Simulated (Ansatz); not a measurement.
Program: Ansatz. Geometries: PBE0-D4/def2-TZVP. ΔE: electronic, gas phase. CBS: MP2 limit from def2 TZ/QZ plus the TZ coupled-cluster correction, frozen cores. This one scheme is used for every species. DFT in def2-TZVPP. For Sc outer-core shells are correlated without core-valence functions, which leaves a few kJ/mol of doubt a bond. Scalar relativity is left out up to krypton. Each species was taken in one conformer, which may not be the lowest.

Consider the ligand exchange at the Sc–F bond: `[OH][Sc]([F])[F]` + HCl → `[OH][Sc]([F])[Cl]` + H–F.

```json
{"level": "r2SCAN0-D4", "ΔE (kcal/mol)": "0.5", "difference from CCSD(T)/CBS": "0.4"}
{"level": "BHLYP-D4", "ΔE (kcal/mol)": "0.7", "difference from CCSD(T)/CBS": "0.6"}
{"level": "ωB97X-V", "ΔE (kcal/mol)": "2.8", "difference from CCSD(T)/CBS": "2.7"}
{"level": "ωB97M-V", "ΔE (kcal/mol)": "2.1", "difference from CCSD(T)/CBS": "2.0"}
{"level": "revPBE", "ΔE (kcal/mol)": "3.3", "difference from CCSD(T)/CBS": "3.2"}
{"level": "r2SCAN", "ΔE (kcal/mol)": "2.1", "difference from CCSD(T)/CBS": "2.0"}
{"level": "BHLYP", "ΔE (kcal/mol)": "1.6", "difference from CCSD(T)/CBS": "1.5"}
{"level": "MP2/def2-SVP", "ΔE (kcal/mol)": "3.6", "difference from CCSD(T)/CBS": "3.5"}
{"level": "HF/def2-TZVPP", "ΔE (kcal/mol)": "-0.5", "difference from CCSD(T)/CBS": "-0.6"}
{"level": "CCSD(T)/def2-TZVPP", "ΔE (kcal/mol)": "1.0", "difference from CCSD(T)/CBS": "0.9"}
{"level": "CCSD(T)/CBS", "ΔE (kcal/mol)": "0.1", "difference from CCSD(T)/CBS": "0"}
```

What do rigid-rotor, harmonic-oscillator terms from PBE0-D4/def2-TZVP frequencies (298.15 K, 1 bar) make of the CCSD(T)/CBS value? (Best estimate.)

The calculation gave: ΔZPE = +1.2 kcal/mol, ΔH = +1.4 kcal/mol, ΔS = 4 J/(mol·K), ΔG = +1.2 kcal/mol.

Largest T1 diagnostic among the species: 0.017.

In def2-TZVPP, CCSD(T) changes the Hartree–Fock value by +1.5 kcal/mol (the triples alone add −0.1 kcal/mol) and MP2 by +0.9 kcal/mol. From PBE to PBE0 (25 % exact exchange), in def2-TZVPP and without D4, ΔE moves by −1.9 kcal/mol. Leaving LDA and LC-ωPBE aside and taking each functional with its dispersion term where it has one, the values, not all of them listed here, spread over 3.6 kcal/mol, from PBE-QIDH to BLYP-D4.
